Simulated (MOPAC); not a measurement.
MOPAC input (PM7):

```
PM7 PRECISE GNORM=0.05 LET XYZ UHF MS=0.5 GEO-OK AUX(PRECISION=9) THREADS=1
CH7OSi2

C    -2.53269000 1    0.08726900 1    0.04206600 1
Si   -0.93032000 1   -0.66215500 1   -0.43633400 1
O     0.28614000 1    0.25773200 1    0.16349900 1
Si    1.89286800 1    0.50477300 1    0.34151800 1
H    -3.48510400 1   -0.34485600 1   -0.24576900 1
H    -2.60049700 1    0.99345200 1    0.63312800 1
H    -0.80778900 1   -0.74293800 1   -1.91511000 1
H    -0.81545100 1   -2.04453400 1    0.09695100 1
H     2.53956600 1    0.65224300 1   -0.98372200 1
H     2.51180300 1   -0.63748500 1    1.05452400 1
H     2.08882900 1    1.74198700 1    1.12702600 1
```

Output:

```
 *******************************************************************************
 **                                                                           **
 **                              MOPAC v23.2.5                                **
 **                                                                           **
 *******************************************************************************
 ** MOPAC's Digital Object Identifier: https://doi.org/10.5281/zenodo.6511958 **
 **                                                                           **
 ** Please cite the open-source release paper for use of this MOPAC version:  **
 ** J. E. Moussa and J. J. P. Stewart (2026)                                  **
 ** MOPAC: An open-source semiempirical molecular orbital program             **
 ** J. Open Source Softw., 11(119), 8025, https://doi.org/10.21105/joss.08025 **
 *******************************************************************************

                              PM7 CALCULATION RESULTS

 *******************************************************************************
 *  PM7        - The PM7 Hamiltonian to be used
 *  GEO-OK     - OVERRIDE INTERATOMIC DISTANCE AND OTHER SAFETY CHECKS
 *  UHF        - UNRESTRICTED HARTREE-FOCK CALCULATION
 *  MS=        - IN MECI, MAGNETIC COMPONENT OF SPIN =  0.5
 *  LET        - OVERRIDE SOME SAFETY CHECKS
 *  PRECISE    - TIGHTER CRITERIA TO BE USED
 *  XYZ        - CARTESIAN COORDINATE SYSTEM TO BE USED
 *  GNORM      - EXIT WHEN GRADIENT NORM DROPS BELOW 0.050
 *  AUX        - OUTPUT AUXILIARY INFORMATION
 *******************************************************************************
PM7 PRECISE GNORM=0.05 LET XYZ UHF MS=0.5 GEO-OK AUX(PRECISION=9) THREADS=1
 CH7OSi2

   ATOM   CHEMICAL          X               Y               Z
  NUMBER   SYMBOL      (ANGSTROMS)     (ANGSTROMS)     (ANGSTROMS)

     1       C         -2.53269000  *   0.08726900  *   0.04206600  *
     2      Si         -0.93032000  *  -0.66215500  *  -0.43633400  *
     3       O          0.28614000  *   0.25773200  *   0.16349900  *
     4      Si          1.89286800  *   0.50477300  *   0.34151800  *
     5       H         -3.48510400  *  -0.34485600  *  -0.24576900  *
     6       H         -2.60049700  *   0.99345200  *   0.63312800  *
     7       H         -0.80778900  *  -0.74293800  *  -1.91511000  *
     8       H         -0.81545100  *  -2.04453400  *   0.09695100  *
     9       H          2.53956600  *   0.65224300  *  -0.98372200  *
    10       H          2.51180300  *  -0.63748500  *   1.05452400  *
    11       H          2.08882900  *   1.74198700  *   1.12702600  *

          CARTESIAN COORDINATES

    NO.       ATOM           X           Y           Z

     1         C         -2.5327      0.0873      0.0421
     2        Si         -0.9303     -0.6622     -0.4363
     3         O          0.2861      0.2577      0.1635
     4        Si          1.8929      0.5048      0.3415
     5         H         -3.4851     -0.3449     -0.2458
     6         H         -2.6005      0.9935      0.6331
     7         H         -0.8078     -0.7429     -1.9151
     8         H         -0.8155     -2.0445      0.0970
     9         H          2.5396      0.6522     -0.9837
    10         H          2.5118     -0.6375      1.0545
    11         H          2.0888      1.7420      1.1270

 General Reference for PM7:
 "Optimization of Parameters for Semiempirical Methods VI: More Modifications to the
 NDDO Approximations and Re-optimization of Parameters", J. J. P. Stewart, J. Mol. Mod., 1:32, 19 (2013)
 https://link.springer.com/article/10.1007/s00894-012-1667-x

           Empirical Formula: C H7 O Si2  =    11 atoms

      MOLECULAR POINT GROUP   :   Cs

          UHF CALCULATION, NO. OF ALPHA ELECTRONS =   13
                           NO. OF BETA  ELECTRONS =   12

          Geometry optimization using EF

          DIAGONAL MATRIX USED AS START HESSIAN

 CYCLE:     1  GRAD.:    45.761 HEAT: -74.48887
 CYCLE:     2  GRAD.:   117.409 HEAT: -71.60868
 CYCLE:     3  GRAD.:    83.988 HEAT: -72.94119
 CYCLE:     4  GRAD.:    63.918 HEAT: -74.82067
 CYCLE:     5  GRAD.:   129.473 HEAT: -71.25546
 CYCLE:     6  GRAD.:   117.650 HEAT: -72.93940
 CYCLE:     7  GRAD.:   160.184 HEAT: -67.08504
 CYCLE:     8  GRAD.:    78.150 HEAT: -74.45177
 CYCLE:     9  GRAD.:   122.372 HEAT: -71.16706
 CYCLE:    10  GRAD.:    54.194 HEAT: -76.67078
 CYCLE:    11  GRAD.:   146.397 HEAT: -67.98524
 CYCLE:    12  GRAD.:    13.746 HEAT: -77.86386
 CYCLE:    13  GRAD.:    17.400 HEAT: -77.92870
 CYCLE:    14  GRAD.:     7.027 HEAT: -78.17680
 CYCLE:    15  GRAD.:    10.684 HEAT: -78.25795
 CYCLE:    16  GRAD.:     7.775 HEAT: -78.47433
 CYCLE:    17  GRAD.:    11.057 HEAT: -79.02138
 CYCLE:    18  GRAD.:     9.063 HEAT: -79.23939
 CYCLE:    19  GRAD.:     8.727 HEAT: -79.36005
 CYCLE:    20  GRAD.:    12.282 HEAT: -79.43299
 CYCLE:    21  GRAD.:     5.619 HEAT: -79.58237
 CYCLE:    22  GRAD.:     6.594 HEAT: -79.73501
 CYCLE:    23  GRAD.:    12.015 HEAT: -79.73882
 CYCLE:    24  GRAD.:     3.037 HEAT: -79.81645
 CYCLE:    25  GRAD.:     1.381 HEAT: -79.82711
 CYCLE:    26  GRAD.:     0.908 HEAT: -79.83311
 CYCLE:    27  GRAD.:     0.402 HEAT: -79.83422
 CYCLE:    28  GRAD.:     0.254 HEAT: -79.83462
 CYCLE:    29  GRAD.:     0.138 HEAT: -79.83480
 CYCLE:    30  GRAD.:     0.068 HEAT: -79.83483
 CYCLE:    31  GRAD.:     0.037 HEAT: -79.83484

     GRADIENT =  0.03710 IS LESS THAN CUTOFF =  0.05000

 -------------------------------------------------------------------------------
 PM7 PRECISE GNORM=0.05 LET XYZ UHF MS=0.5 GEO-OK AUX(PRECISION=9) THREADS=1
 CH7OSi2

     GEOMETRY OPTIMISED USING EIGENVECTOR FOLLOWING (EF).
     SCF FIELD WAS ACHIEVED

                              PM7 CALCULATION
                                                       MOPAC v23.2.5 Linux

          FINAL HEAT OF FORMATION =        -79.83484 KCAL/MOL =    -334.02897 KJ/MOL

          COSMO AREA              =        143.56 SQUARE ANGSTROMS
          COSMO VOLUME            =        137.54 CUBIC ANGSTROMS

          GRADIENT NORM           =          0.03710          =       0.01119 PER ATOM
          IONIZATION POTENTIAL    =          9.708377 EV
          ALPHA SOMO LUMO (EV)    =         -9.708  0.700
          BETA  SOMO LUMO (EV)    =        -11.175  0.287
          NO. OF ALPHA ELECTRONS  =         13
          NO. OF BETA  ELECTRONS  =         12
          MOLECULAR WEIGHT        =         91.2367         POINT GROUP:  Cs

          MOLECULAR DIMENSIONS (Angstroms)

            Atom       Atom       Distance
            H     9    H     5     6.11115
            H    11    H     7     4.04947
            H     6    H     8     2.52657

          SCF CALCULATIONS        =         32

   ATOM   CHEMICAL          X               Y               Z
  NUMBER   SYMBOL      (ANGSTROMS)     (ANGSTROMS)     (ANGSTROMS)

     1       C         -2.36339751  *   0.21387718  *   0.12420037  *
     2      Si         -0.95592545  *  -0.74040220  *  -0.48735166  *
     3       O          0.42868786  *  -0.09364943  *  -0.05656810  *
     4      Si          1.78992300  *   0.58448270  *   0.39174886  *
     5       H         -3.39457562  *  -0.04539469  *  -0.05181598  *
     6       H         -2.21703844  *   1.11026564  *   0.70886047  *
     7       H         -1.05742342  *  -0.80469893  *  -1.94321096  *
     8       H         -1.07121501  *  -2.09723546  *   0.04139782  *
     9       H          2.59357493  *   0.93841194  *  -0.77319078  *
    10       H          2.56689193  *  -0.32769848  *   1.22380712  *
    11       H          1.53737725  *   1.79941758  *   1.15859459  *

                             CARTESIAN COORDINATES

   1    C       -2.363397510     0.213877175     0.124200368
   2   Si       -0.955925449    -0.740402203    -0.487351663
   3    O        0.428687861    -0.093649429    -0.056568098
   4   Si        1.789922999     0.584482698     0.391748860
   5    H       -3.394575617    -0.045394690    -0.051815976
   6    H       -2.217038436     1.110265643     0.708860472
   7    H       -1.057423421    -0.804698927    -1.943210958
   8    H       -1.071215007    -2.097235463     0.041397821
   9    H        2.593574928     0.938411937    -0.773190778
  10    H        2.566891932    -0.327698483     1.223807123
  11    H        1.537377251     1.799417576     1.158594590

           Empirical Formula: C H7 O Si2  =    11 atoms

      MOLECULAR POINT GROUP   :   Cs

          ALPHA EIGENVALUES
 -29.83323 -23.92110 -18.47436 -16.87092 -15.56413 -15.01220 -14.81616 -13.89539
 -12.74225 -12.45824 -11.39740 -11.33173  -9.70838   0.69969   2.09833   2.71503
   2.83436   2.91051   3.03562   6.06240   6.39330   7.38630   8.57735  22.16718
  22.19681  22.98910  23.03095  23.13597  23.23364  24.11079  24.54481  24.65815
  25.38572

           BETA EIGENVALUES
 -29.84244 -23.47592 -18.46115 -16.77395 -15.48572 -14.98828 -14.75201 -13.68193
 -12.59219 -12.30940 -11.27790 -11.17520   0.28685   0.69846   2.31044   2.77809
   2.84404   2.92023   3.18713   6.24938   6.65698   7.42775   8.60035  22.16611
  22.20999  22.98203  23.02995  23.23408  23.27084  24.11006  24.54836  24.65594
  25.37992

              NET ATOMIC CHARGES AND DIPOLE CONTRIBUTIONS

  ATOM NO.   TYPE          CHARGE      No. of ELECS.   s-Pop       p-Pop       d-Pop
    1          C          -0.397663        4.3977     1.14185     3.25581
    2         Si           0.311876        3.6881     0.86503     2.58162     0.24148
    3          O          -0.726210        6.7262     1.58588     5.14033
    4         Si           0.236826        3.7632     0.90077     2.65025     0.21216
    5          H           0.151266        0.8487     0.84873
    6          H           0.153214        0.8468     0.84679
    7          H           0.070361        0.9296     0.92964
    8          H           0.070391        0.9296     0.92961
    9          H           0.043831        0.9562     0.95617
   10          H           0.043837        0.9562     0.95616
   11          H           0.042271        0.9577     0.95773
 DIPOLE           X         Y         Z       TOTAL
 POINT-CHG.     0.204    -0.229    -0.153     0.343
 HYBRID        -0.458     0.462     0.300     0.717
 SUM           -0.254     0.233     0.148     0.375

          ATOMIC ORBITAL ELECTRON POPULATIONS

     Atom    s        px        py        pz      x^2-y^2     xz        z^2       yz        xy
    1  C   1.14185   1.12853   1.09290   1.03438
    2 Si   0.86503   0.61277   0.93762   1.03123   0.06810   0.04337   0.05247   0.02114   0.05640
    3  O   1.58588   1.53784   1.77853   1.82396
    4 Si   0.90077   0.66275   0.96587   1.02163   0.04798   0.05918   0.01765   0.03768   0.04967
    5  H   0.84873
    6  H   0.84679
    7  H   0.92964
    8  H   0.92961
    9  H   0.95617
   10  H   0.95616
   11  H   0.95773

                    (SZ)    =    0.500000
                    (S**2)  =    0.754701

          ATOMIC ORBITAL SPIN POPULATIONS

    Atom   Total    s     px     py     pz   x^2-y^2  xz     z^2    yz     xy
         Atomic
    1  C  1.0700  0.027  0.038  0.314  0.690
    2 Si -0.0595 -0.009 -0.019 -0.024 -0.022  0.002  0.003  0.006  0.002  0.001
    3  O -0.0038 -0.000 -0.000 -0.002 -0.001
    4 Si  0.0004  0.000  0.000  0.000  0.000 -0.000 -0.000  0.000 -0.000 -0.000
    5  H -0.0293 -0.029
    6  H -0.0290 -0.029
    7  H  0.0258  0.026
    8  H  0.0258  0.026
    9  H -0.0001 -0.000
   10  H -0.0001 -0.000
   11  H -0.0001 -0.000

 **********************
 *                    *
 * JOB ENDED NORMALLY *
 *                    *
 **********************

 == MOPAC DONE ==
```

The geometry given is a B3LYP-D3(BJ)/def2-TZVP minimum.
